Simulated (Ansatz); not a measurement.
Computed with Ansatz on PBE0-D4/def2-TZVP structures; ΔE is electronic, products minus reactants. CBS: MP2 limit from def2 TZ/QZ plus the TZ coupled-cluster correction, frozen cores. This one scheme is used for every species. Functionals use def2-TZVPP. Elements past krypton have def2 core potentials. For Te outer-core shells are correlated without core-valence functions, which leaves a few kJ/mol of doubt a bond. One conformer a species, not always the lowest.

Reaction (substitution at a C–C bond): `COC(C)F` + H₂Te → `COC(F)[TeH]` + CH₄

`COC(C)F`:

Z-matrix (Å, degrees):
```
C
O 1 1.412
H 1 1.093 2 111.3
H 1 1.089 2 106.9 3 119.4
H 1 1.097 2 110.9 3 -121.7
C 2 1.369 1 114.1 3 65.6
F 6 1.393 2 109.7 1 -67.2
C 6 1.500 2 109.5 1 173.3
H 6 1.101 2 110.8 1 48.2
H 8 1.091 6 109.4 2 57.0
H 8 1.090 6 110.0 2 177.1
H 8 1.091 6 109.9 2 -62.7
```

H₂Te:

Z-matrix (Å, degrees):
```
Te
H 1 1.656
H 1 1.656 2 90.4
```

`COC(F)[TeH]`:

```xyz
10

C    -0.798    1.149   -0.552
O    -0.459   -0.207   -0.300
C     0.735   -0.364    0.328
F     0.668    0.120    1.617
Te    1.278   -2.457    0.321
H    -0.956    1.695    0.381
H    -0.010    1.641   -1.134
H    -1.720    1.136   -1.130
H     1.548    0.189   -0.164
H    -0.286   -2.902    0.632
```

CH₄:

```xyz
5

C     0.000    0.000    0.000
H    -0.419   -0.406   -0.920
H     0.905    0.562   -0.230
H     0.243   -0.816    0.680
H    -0.728    0.660    0.470
```

| level | ΔE (eV) |
| --- | --- |
| revPBE | 0.21 |
| CCSD(T)/def2-SVP | 0.53 |

Question: What does CCSD(T)/CBS give? (An estimate is asked.)

Answer: The calculation gave: +0.28 eV. The listed levels differ from it by -0.07, 0.25 eV.

Largest T1 diagnostic among the species: 0.012.

The D4 term adds −0.05 eV with B3LYP and −0.03 eV with PBE0; it sums over pairs of atoms, weighted by their polarisabilities, and B3LYP, whose exchange is more repulsive, gets the larger term. From BLYP to BHLYP (50 % exact exchange), in def2-TZVPP and without D4, ΔE moves by +0.19 eV. At CCSD(T), def2-SVP lies +0.25 eV from the extrapolated value and def2-TZVPP +0.05 eV.

B3LYP here is the variant with VWN-RPA as its local correlation; programs differ in this.
